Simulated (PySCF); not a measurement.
# Computed records: GeH₇NSi, ClGeH₄NSi, GeH₆OSi, BGeH₉Si₂

Calculation on a computer-drawn molecule: the log of a Hartree-Fock and frozen-core CCSD(T) single point meant for a local Hartree-Fock minimum, with one planted fault or none, to be diagnosed. Offsets are logged minus clean, where the clean run is the same molecule without the fault. The reference is restricted for singlets and unrestricted otherwise, and also for a bond in bohr or an excited solution. Adding or removing an electron swaps singlet and doublet. The excited solution moves the top pair (singlet) or top alpha electron (doublet) to the lowest empty orbital. Highest occupied and lowest empty are orbital energies over both spins, largest force is the largest gradient component, triples share is (T) over the correlation energy, the T1 limit is 0.02 restricted and 0.045 unrestricted, electrons count all cores, a negative frequency is imaginary (commonest isotopes), and the dipole is about the centre of nuclear charge; on germanium a core potential holds 10 electrons, which the energies leave out, and 3d is frozen in MP2 and coupled-cluster steps. Program: PySCF 2.14.0.

Common to all runs: meant charge 0; meant multiplicity 1; meant basis cc-pV(D+d)Z; meant basis and core potential on germanium cc-pVDZ-PP ECP10MDF; logged SCF converged yes; logged CC converged yes; logged SCF stable within its kind yes; possible faults no fault, one electron removed, one electron added, multiplicity raised by two, geometry at a saddle point, SCF held on an excited solution, minimal basis STO-3G, one bond length entered in bohr, all coordinates scaled.

(1) 
```xyz
10
formula=GeH7NSi logged_electrons=61 logged_basis_functions=95 logged_spin_squared=0.7587 logged_highest_occupied=2.9049 logged_lowest_empty=8.644 logged_largest_force=0.028369 logged_T1_diagnostic=0.020832 logged_D1_diagnostic=0.10997 logged_triples_share=0.028977 logged_dipole_magnitude=0.36132 logged_energy_HF=-640.73812 logged_energy_CCSD(T)=-641.20791 planted_fault=one_electron_added HF_energy_offset_from_clean_run=75.16 CCSD(T)_energy_offset_from_clean_run=56.69
Si    -0.1309    -0.7098    -1.1779
N     -0.6521    -1.5500     0.2352
Ge     0.3294    -2.2940     1.6088
H     -1.0289     0.4355    -1.4636
H     -0.1096    -1.5563    -2.3984
H      1.2437    -0.2171    -0.9367
H     -1.6265    -1.7986     0.2588
H      0.5476    -3.7972     1.3919
H     -0.4387    -2.0899     2.9179
H      1.6775    -1.5774     1.6514
```

Units: logged_highest_occupied, logged_lowest_empty in eV; logged_largest_force in hartree/bohr; logged_dipole_magnitude in debye; logged_energy_HF, logged_energy_CCSD(T) in hartree; HF_energy_offset_from_clean_run, CCSD(T)_energy_offset_from_clean_run in kcal/mol.

Drawn bonds:
```tsv
atom	other atom	order
1	2	1
2	3	1
1	4	1
1	5	1
1	6	1
2	7	1
3	8	1
3	9	1
3	10	1
```

Notes: highest electron not bound in this basis.

(2) 
```xyz
8
formula=ClGeH4NSi logged_electrons=74 logged_basis_functions=103 logged_spin_squared=0.8 logged_highest_occupied=-9.5496 logged_lowest_empty=0.9265 logged_largest_force=0.0109 logged_T1_diagnostic=0.048483 logged_D1_diagnostic=0.23514 logged_triples_share=0.034262 logged_dipole_magnitude=2.0778 logged_energy_HF=-1098.57217 logged_energy_CCSD(T)=-1099.11401 planted_fault=one_bond_length_entered_in_bohr,row_6_of_the_drawn_bonds HF_energy_offset_from_clean_run=72.92 CCSD(T)_energy_offset_from_clean_run=77.9
Si    -0.9029     2.2308     0.4723
N     -0.0132     1.9541    -1.0002
Ge     0.0960     0.4112    -1.9738
Cl     1.4457     1.2011    -3.5732
H     -0.0075     2.6220     1.5840
H     -1.9178     3.2947     0.3031
H     -2.1746    -0.1790     1.1043
H      0.5064     2.7382    -1.3639
```

Units: logged_highest_occupied, logged_lowest_empty in eV; logged_largest_force in hartree/bohr; logged_dipole_magnitude in debye; logged_energy_HF, logged_energy_CCSD(T) in hartree; HF_energy_offset_from_clean_run, CCSD(T)_energy_offset_from_clean_run in kcal/mol.

Drawn bonds:
```tsv
atom	other atom	order
1	2	1
2	3	1
3	4	1
1	5	1
1	6	1
1	7	1
2	8	1
```

Notes: T1 above single-reference limit.

(3) 
```xyz
9
formula=GeH6OSi logged_electrons=60 logged_basis_functions=90 logged_spin_squared=0.8545 logged_highest_occupied=-9.2658 logged_lowest_empty=1.1919 logged_largest_force=0.0087571 logged_T1_diagnostic=0.04167 logged_D1_diagnostic=0.19448 logged_triples_share=0.028131 logged_dipole_magnitude=1.2453 logged_energy_HF=-660.61488 logged_energy_CCSD(T)=-661.04631 planted_fault=one_bond_length_entered_in_bohr,row_7_of_the_drawn_bonds HF_energy_offset_from_clean_run=65.56 CCSD(T)_energy_offset_from_clean_run=72.85
Si     0.7003    -1.9183     1.3363
O      0.3567    -2.1133    -0.2482
Ge    -0.7459    -1.6612    -1.5648
H      1.8972    -2.7169     1.6723
H      0.9671    -0.4932     1.6460
H     -0.4331    -2.3671     2.1802
H     -2.1592    -2.0985    -1.1794
H     -0.6188     1.2039    -1.9116
H     -0.2523    -2.3966    -2.8047
```

Units: logged_highest_occupied, logged_lowest_empty in eV; logged_largest_force in hartree/bohr; logged_dipole_magnitude in debye; logged_energy_HF, logged_energy_CCSD(T) in hartree; HF_energy_offset_from_clean_run, CCSD(T)_energy_offset_from_clean_run in kcal/mol.

Drawn bonds:
```tsv
atom	other atom	order
1	2	1
2	3	1
1	4	1
1	5	1
1	6	1
3	7	1
3	8	1
3	9	1
```

(4) 
```xyz
13
formula=BGeH9Si2 logged_electrons=74 logged_basis_functions=128 logged_spin_squared=0 logged_highest_occupied=-10.11 logged_lowest_empty=0.7095 logged_largest_force=0.013711 logged_T1_diagnostic=0.014359 logged_D1_diagnostic=0.044917 logged_triples_share=0.027489 logged_dipole_magnitude=0.54079 logged_energy_HF=-901.11942 logged_energy_CCSD(T)=-901.60498
Si     0.6831    -0.1013     0.6918
Si    -1.1414     1.5136     0.4979
B     -2.2660     1.0263    -1.1948
Ge    -4.0049    -0.2373    -1.1869
H      0.1293    -1.5183     0.7974
H      1.5143     0.1941     1.9344
H      1.5870    -0.0275    -0.5339
H     -1.9700     1.4460     1.7795
H     -0.5304     2.9108     0.4015
H     -1.9049     1.4647    -2.2907
H     -3.9912    -1.2570    -2.3915
H     -5.2792     0.6847    -1.3473
H     -4.1722    -1.0604     0.1489
```

Units: logged_highest_occupied, logged_lowest_empty in eV; logged_largest_force in hartree/bohr; logged_dipole_magnitude in debye; logged_energy_HF, logged_energy_CCSD(T) in hartree.

Drawn bonds:
```tsv
atom	other atom	order
1	2	1
2	3	1
3	4	1
1	5	1
1	6	1
1	7	1
2	8	1
2	9	1
3	10	1
4	11	1
4	12	1
4	13	1
```

Questions
1. Give the missing planted fault for BGeH₉Si₂ (entry 4).

Answers
1. all coordinates scaled, by +2.8 %

Further results for BGeH₉Si₂ (entry 4):

* HF energy offset from clean run: 4.838 kcal/mol
* CCSD(T) energy offset from clean run: 3.746 kcal/mol
